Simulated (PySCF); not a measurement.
OSe (SMILES O=[Se]), triplet, geometry from GFN2-xTB, with bond 1-2 at 1.25 times its length; PySCF with HF/3-21G.

The PySCF input:
```python
from pyscf import gto, scf

mol = gto.M(
    atom='''
O     0.00000000    0.00000000   -1.69951908
Se    0.00000000    0.00000000    0.30553152
''',
    basis='3-21g',
    spin=2,
    verbose=4,
)

mf = scf.UHF(mol)
mf.kernel()
mo_i, mo_e, stable_i, stable_e = mf.stability(internal=True, external=True, return_status=True, nroots=6, tol=1e-6)
print('internally stable:', stable_i, ' externally stable:', stable_e)
if not stable_i:
    umf = mf.copy()
    umf.scf_summary = {}
    umf.kernel(umf.make_rdm1(mo_i, mf.mo_occ))
mf.analyze()
```

Write the output that PySCF gives for this input, abridged.


```
PySCF version 2.14.0

[INPUT] verbose = 4
[INPUT] num. atoms = 2
[INPUT] num. electrons = 42
[INPUT] charge = 0
[INPUT] spin (= nelec alpha-beta = 2S) = 2
[INPUT] symmetry False subgroup None
[INPUT] Mole.unit = angstrom
[INPUT] Symbol           X                Y                Z      unit          X                Y                Z       unit  Magmom
[...]
nuclear repulsion = 71.7868174350513
number of shells = 15
number of NR pGTOs = 69
number of NR cGTOs = 31
basis = 3-21g
ecp = {}

******** <class 'pyscf.scf.uhf.UHF'> ********
method = UHF
initial guess = minao
damping factor = 0
level_shift factor = 0
DIIS = <class 'pyscf.scf.diis.CDIIS'>
diis_start_cycle = 1
diis_space = 8
diis_damp = 0
SCF conv_tol = 1e-09
SCF conv_tol_grad = None
SCF max_cycles = 50
direct_scf = True
direct_scf_tol = 1e-13
number electrons alpha = 22  beta = 20
Set gradient conv threshold to 3.16228e-05
init E= -2459.89024034115

cycle= 1 E= -2462.65830937563  delta_E= -2.77  |g|= 0.468  |ddm|= 1.23
cycle= 2 E= -2462.47274304931  delta_E= 0.186  |g|= 0.83  |ddm|= 0.969
cycle= 3 E= -2462.79451364514  delta_E= -0.322  |g|= 0.0765  |ddm|= 0.563
cycle= 4 E= -2462.79719207988  delta_E= -0.00268  |g|= 0.0379  |ddm|= 0.0589
cycle= 5 E= -2462.7984299172  delta_E= -0.00124  |g|= 0.0149  |ddm|= 0.0435
cycle= 6 E= -2462.79897789175  delta_E= -0.000548  |g|= 0.0171  |ddm|= 0.0239
cycle= 7 E= -2462.79663265137  delta_E= 0.00235  |g|= 0.00655  |ddm|= 0.147
cycle= 8 E= -2462.79648465936  delta_E= 0.000148  |g|= 0.00566  |ddm|= 0.0382
cycle= 9 E= -2462.79654965464  delta_E= -6.5e-05  |g|= 0.00542  |ddm|= 0.00919
cycle= 10 E= -2462.79657132561  delta_E= -2.17e-05  |g|= 0.00555  |ddm|= 0.00288
cycle= 11 E= -2462.79503569706  delta_E= 0.00154  |g|= 0.00602  |ddm|= 0.235
cycle= 12 E= -2462.79463963289  delta_E= 0.000396  |g|= 0.00692  |ddm|= 0.0593
cycle= 13 E= -2462.79674886112  delta_E= -0.00211  |g|= 0.0093  |ddm|= 0.323
cycle= 14 E= -2462.79569967742  delta_E= 0.00105  |g|= 0.0061  |ddm|= 0.151
cycle= 15 E= -2462.79517382791  delta_E= 0.000526  |g|= 0.00735  |ddm|= 0.0835
cycle= 16 E= -2462.7949038894  delta_E= 0.00027  |g|= 0.00871  |ddm|= 0.0458
cycle= 17 E= -2462.79363045535  delta_E= 0.00127  |g|= 0.0153  |ddm|= 0.143
cycle= 18 E= -2462.79490517029  delta_E= -0.00127  |g|= 0.00816  |ddm|= 0.142
cycle= 19 E= -2462.79467234599  delta_E= 0.000233  |g|= 0.00838  |ddm|= 0.0351
cycle= 20 E= -2462.7945080821  delta_E= 0.000164  |g|= 0.0094  |ddm|= 0.0205
[...]
SCF not converged.
<class 'pyscf.scf.uhf.UHF'> wavefunction has an internal instability
<class 'pyscf.scf.uhf.UHF'> wavefunction has an real -> complex instability
<class 'pyscf.scf.uhf.UHF'> wavefunction has an UHF/UKS -> GHF/GKS instability
internally stable: False  externally stable: False
[...]
Extra cycle  E= -2462.85804898603  delta_E= -3.59e-11  |g|= 3.25e-06  |ddm|= 6.97e-06
converged SCF energy = -2462.85804898603  <S^2> = 2.2142702  2S+1 = 3.1395988
**** SCF Summaries ****
Total Energy =                       -2462.794425801278976
Nuclear Repulsion Energy =              71.786817435051276
One-electron Energy =                -3576.056161116740896
Two-electron Energy =                 1041.474917880410430
Two-electron Coulomb Energy =         1134.951243451413802
DFT Exchange-Correlation Energy =      -93.476325571003372
**** MO energy ****
                             alpha | beta                alpha | beta
[...]
To work with the spin densities directly, `use mulliken_meta_spin()` only printing them here.

 ** Mulliken spin pop alpha/beta on meta-lowdin orthogonal AOs **
 ** Mulliken Spin Density (per AO)  **
spin_pop of  0 O 1s       -0.00001
spin_pop of  0 O 2s       -0.00284
spin_pop of  0 O 3s       -0.00075
spin_pop of  0 O 2px       0.24790
spin_pop of  0 O 2py       0.24795
spin_pop of  0 O 2pz       0.17790
spin_pop of  0 O 3px      -0.00131
spin_pop of  0 O 3py      -0.00131
spin_pop of  0 O 3pz      -0.00010
spin_pop of  1 Se 1s        0.00000
spin_pop of  1 Se 2s        0.00000
spin_pop of  1 Se 3s        0.00000
spin_pop of  1 Se 4s        0.01622
spin_pop of  1 Se 5s        0.00006
spin_pop of  1 Se 2px       0.00000
spin_pop of  1 Se 2py       0.00000
spin_pop of  1 Se 2pz      -0.00000
spin_pop of  1 Se 3px       0.00006
spin_pop of  1 Se 3py       0.00006
spin_pop of  1 Se 3pz      -0.00002
spin_pop of  1 Se 4px       0.75370
spin_pop of  1 Se 4py       0.75364
spin_pop of  1 Se 4pz      -0.19072
spin_pop of  1 Se 5px      -0.00035
spin_pop of  1 Se 5py      -0.00035
spin_pop of  1 Se 5pz       0.00025
spin_pop of  1 Se 3dxy      0.00000
spin_pop of  1 Se 3dyz      0.00000
spin_pop of  1 Se 3dz^2    -0.00001
spin_pop of  1 Se 3dxz      0.00000
spin_pop of  1 Se 3dx2-y2    0.00000
 ** Mulliken Spin Density (per atom)  **
spin density of  0 O =      0.66744
spin density of  1 Se =      1.33256
 ** Mulliken pop alpha/beta on meta-lowdin orthogonal AOs **
 ** Mulliken pop       alpha | beta **
[...]
In total            22.00000 | 20.00000
 ** Mulliken atomic charges   ( Nelec_alpha | Nelec_beta ) **
charge of  0O =     -0.37615  (     4.52180      3.85436 )
charge of  1Se =      0.37615  (    17.47820     16.14564 )
Dipole moment(X, Y, Z, Debye): -0.00000, -0.00000,  3.01492
```

Convergence was not reached.
